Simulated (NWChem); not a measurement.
CH$_{3}$OS, doublet; SMILES C[S]=O

```xyz
6

C      0.3393     1.4001     0.0000
S     -0.5175    -0.2170     0.0000
O      0.5802    -1.2860     0.0000
H      0.9628     1.4863     0.8943
H     -0.4237     2.1854     0.0000
H      0.9628     1.4863    -0.8943
```
Atoms are numbered in this order, from 1.

Level: B3LYP/6-31G* (spherical d), spin-unrestricted (NWChem), optimised geometry, unscaled harmonic frequencies. In the optimisation the excess spin sits in a" (Cs, its own frame). B3LYP is NWChem's, with the RPA form of VWN correlation.

Q: List the harmonic frequencies with IR intensities, and the thermochemistry.

A: 
```json
[
 {"frequency (cm⁻¹)": "142", "IR intensity (km/mol)": "0.5"},
 {"frequency (cm⁻¹)": "317", "IR intensity (km/mol)": "6.7"},
 {"frequency (cm⁻¹)": "669", "IR intensity (km/mol)": "11.5"},
 {"frequency (cm⁻¹)": "917", "IR intensity (km/mol)": "3.0"},
 {"frequency (cm⁻¹)": "970", "IR intensity (km/mol)": "12.9"},
 {"frequency (cm⁻¹)": "1019", "IR intensity (km/mol)": "21.8"},
 {"frequency (cm⁻¹)": "1362", "IR intensity (km/mol)": "0.4"},
 {"frequency (cm⁻¹)": "1478", "IR intensity (km/mol)": "8.8"},
 {"frequency (cm⁻¹)": "1494", "IR intensity (km/mol)": "9.2"},
 {"frequency (cm⁻¹)": "3060", "IR intensity (km/mol)": "4.7"},
 {"frequency (cm⁻¹)": "3155", "IR intensity (km/mol)": "5.8"},
 {"frequency (cm⁻¹)": "3159", "IR intensity (km/mol)": "3.7"}
]
```

```
Quantity                                                                                              Value
-----------------------------------------------------------------------------------------  ----------------
zero-point energy                                                                             25.4 kcal/mol
thermal correction to the enthalpy at 298.15 K (with zero-point energy)                       28.6 kcal/mol
heat capacity Cv                                                                           11.9 cal/(mol K)
entropy at 298.15 K and 1 atm (symmetry number 1, electronic part: spin degeneracy alone)  67.4 cal/(mol K)
dipole moment                                                                                        2.94 D
```

Rigid rotor and harmonic oscillator.
